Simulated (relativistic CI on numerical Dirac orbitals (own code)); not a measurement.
Calculated at this level of theory: Dirac-Coulomb-Breit CI, orbitals from a KLI potential per configuration, model QED (radiative potential, 1s self-energy scaled to tabulated hydrogen-like ionisation energies), unscaled Slater integrals (own radial code, finite nucleus).

The strongest absorption lines from the ground level of an ion, among the configurations computed and to levels below about 306 eV (vacuum wavelength in Å, gf): 56.878 (2.5), 59.695 (0.96), 60.746 (4.9), 63.701 (4.6), 63.727 (1.1), 63.994 (3.8), 79.828 (0.55), 82.130 (0.67).

Problem. Which ion is it?
A. Yb XXXIII
B. Gd XXVII
C. Pm XXIV
D. Ho XXX

Solution. D. Ho XXX has 38 electrons and the ground level 4s²4p⁶4d² ³F2; the strongest line goes to 4s²4p⁵4d³ ³F°2. The pattern of lines fixes the number of electrons, and along that sequence the line energies rise steadily with the charge (about as its square where n changes within one kind of shell, about linearly where n is kept but much faster in heavy ions where fine structure, which grows about as Z⁴, sets the gap, and irregularly where shells cross), which fixes Z. Configurations outside the model, such as inner-shell arrays, can give stronger lines. At this charge energies of transitions that change n are usually good to better than 1 %, and those within a shell (Δn = 0) to a few per cent. Terms inside the open d or f shell come out 10 to 20 % too wide with unscaled integrals.

LS names give the leading component of a level, which can be under half, so a name can repeat, a term be missing and a line seem to break the LS rules.
